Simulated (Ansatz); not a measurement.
Reaction (redistribution): `[OH][InH][SH]` + `C[NH][Al]([OH])[SH]` → `[OH][In]([OH])[SH]` + `C[NH][AlH][SH]`

Calculated with Ansatz (gas phase, PBE0-D4/def2-TZVP geometries, no zero-point term in ΔE). CBS: MP2 limit from def2 TZ/QZ plus the TZ coupled-cluster correction, frozen cores. Functionals use def2-TZVPP. B3LYP here is the variant with VWN-RPA as its local correlation; programs differ in this. def2 core potentials past Kr. For In outer-core shells are correlated without core-valence functions, which leaves a few kJ/mol of doubt a bond. One conformer a species, not always the lowest.

Task: Is it downhill or uphill in electronic energy at CCSD(T)/CBS, and by how much? (Estimate.)

Result: Ansatz gave: Uphill: ΔE = +106.9 kJ/mol.

Task: What do these levels give: PBE-D4, r2SCAN-D4, B3LYP-D4, ωB97M-V, B2PLYP, PBE, r2SCAN, PBE0, HF/def2-TZVPP, HF/def2-QZVPP, MP2/def2-QZVPP, HF/CBS(def2)? (An estimate is asked.)

Result: Ansatz gave: PBE-D4 103.0, r2SCAN-D4 113.7, B3LYP-D4 111.6, ωB97M-V 113.6, B2PLYP 109.5, PBE 102.3, r2SCAN 113.5, PBE0 110.5, HF/def2-TZVPP 118.0, HF/def2-QZVPP 118.2, MP2/def2-QZVPP 109.2, HF/CBS(def2) 118.2 kJ/mol.

Largest T1 diagnostic among the species: 0.016.

From PBE to PBE0 (25 % exact exchange), in def2-TZVPP and without D4, ΔE moves by +8.2 kJ/mol. In def2-TZVPP, CCSD(T) changes the Hartree–Fock value by −8.0 kJ/mol (the triples alone add −3.4 kJ/mol) and MP2 by −7.2 kJ/mol.
